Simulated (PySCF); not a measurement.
A geometry optimisation on `c1coc(Br)c1`.

Computed with CAM-B3LYP/6-31G* geometry optimisation, gas phase (PySCF 2.14.0). Start geometry: GFN2-xTB. A driver script takes a list of jobs; this job's settings line and coordinates (Å) are shown.

Input:
```
{"job": {"xc": "CAM-B3LYP", "basis": "6-31G*", "grid": 1, "kind": "geom"}, "charge": 0, "multiplicity": 1}
Br     2.956819    -0.303148     0.349620
C      1.110057    -0.146355     0.134898
C      0.330144     0.934769    -0.141396
C     -0.993428     0.430144    -0.181251
C     -0.902371    -0.902860     0.072459
O      0.379759    -1.262844     0.266627
H      0.657208     1.941888    -0.293376
H     -1.884331     0.990830    -0.372892
H     -1.640295    -1.676430     0.140130
```

Output:
```
step   0  E = -2803.26948510  max force = 0.011889
step   1  E = -2803.27017802  max force = 0.003098
step   2  E = -2803.27022056  max force = 0.001954
step   3  E = -2803.27024264  max force = 0.001029
step   4  E = -2803.27023582  max force = 0.001426
step   5  E = -2803.27024356  max force = 0.000705
step   6  E = -2803.27024568  max force = 0.000117
optimisation converged
```

Energies in Eh; «max force» is the largest Cartesian gradient component in Eh/bohr.

How much energy does the optimisation release, in kJ/mol?

E(step 0) − E(last step) = 0.000761 Eh, which is 2.0 kJ/mol.

Give the first gradient maximum in eV/Å.

With 1 Eh/bohr = 51.422 eV/Å, 0.611 eV/Å.

Main results: final energy -2803.27025 Eh after 6 steps; dipole 1.76 D.

Give the final coordinates.

0.013 Å rms from the input after alignment:
```
atom  x, y, z in Å
Br1    2.9834   -0.1541    0.6120
C2     1.1502   -0.0206    0.3027
C3     0.3809    1.0058   -0.1322
C4    -0.9545    0.4884   -0.1644
C5    -0.8749   -0.7973    0.2516
O6     0.4142   -1.1249    0.5425
H7     0.7175    1.9966   -0.3949
H8    -1.8496    1.0155   -0.4603
H9    -1.5971   -1.5855    0.3931
```

The run took 36 s on Arm Neoverse V2, one thread, shared host, and the process peaked at 0.53 GiB of memory.
Labels such as C1 count atoms from 1, the log's own numbers from 0.
